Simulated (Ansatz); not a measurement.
Geometry optimisation, RKS CAM-B3LYP/def2-SVP (Ansatz).

Input file:

```yaml
crystal:
  periodic: [false, false, false]
  atoms:
    - { symbol: Ga, position_ang: [0.0, 0.0, 0.0] }
    - { symbol: C, position_ang: [1.4139, 0.0, 1.6593] }
    - { symbol: H, position_ang: [0.4143, -0.3092, 2.0298] }
    - { symbol: H, position_ang: [2.1815, -0.7111, 2.0298] }
    - { symbol: H, position_ang: [1.6459, 1.0203, 2.0298] }
    - { symbol: H, position_ang: [1.7614, 0.0, 0.174] }
    - { symbol: H, position_ang: [-1.3596, 0.0, -0.785] }
basis:
  gaussian: { orbitals: def2-SVP }
hamiltonian:
  xc: cam_b3lyp
relax:
  f_tol: 0.15
  max_steps: 25
  restrain:
    - { distance: [1, 5], at: 1.11, k: 30.0 }
    - { distance: [0, 1], at: 3.18, k: 30.0 }
    - { distance: [0, 5], at: 2.77, k: 30.0 }
```

Command:

```bash
$ ansatz run input.yaml --threads 2 --pin off --max-ram 3072MiB --backend cpu --events-out ev --progress --plain --runs-dir out
```

Q: Where does it end, and by what steps?

A: The run converged. The restraints hold the end off the free minimum. After 13 steps the energy has fallen by 5.066 eV (the restraints' own energy left out); Ga1 moved furthest, 1.09 Å. Parted: Ga1–C2 (2.18 → 3.18 Å). Joined: C2–H6 (1.53 → 1.10 Å).

| step | energy less start (eV) | largest force component (eV/Å) | accepted |
| --- | --- | --- | --- |
| 0 | 0.0000 | 3.433 | yes |
| 1 | -0.2815 | 5.666 | yes |
| 2 | -0.8385 | 9.359 | yes |
| 3 | -2.2671 | 8.662 | yes |
| 4 | -3.7882 | 4.862 | yes |
| 5 | -4.7001 | 1.463 | yes |
| 6 | -4.8667 | 0.590 | yes |
| 7 | -4.9309 | 0.494 | yes |
| 8 | -4.9696 | 0.398 | yes |
| 9 | -5.0120 | 0.278 | yes |
| 10 | -5.0439 | 0.202 | yes |
| 11 | -5.0592 | 0.191 | yes |
| 12 | -5.0624 | 0.199 | yes |
| 13 | -5.0658 | 0.166 | yes |

```xyz
7
Properties=species:S:1:pos:R:3
Ga -0.152 0.045 -1.081
C 1.515 -0.028 1.630
H 0.525 -0.503 1.669
H 2.154 -0.463 2.410
H 1.404 1.050 1.806
H 1.997 -0.197 0.651
H -1.385 0.096 0.054
```

The run took 17 s on 2 threads of Arm Neoverse V2, on a shared host, peak memory 0.15 GiB.
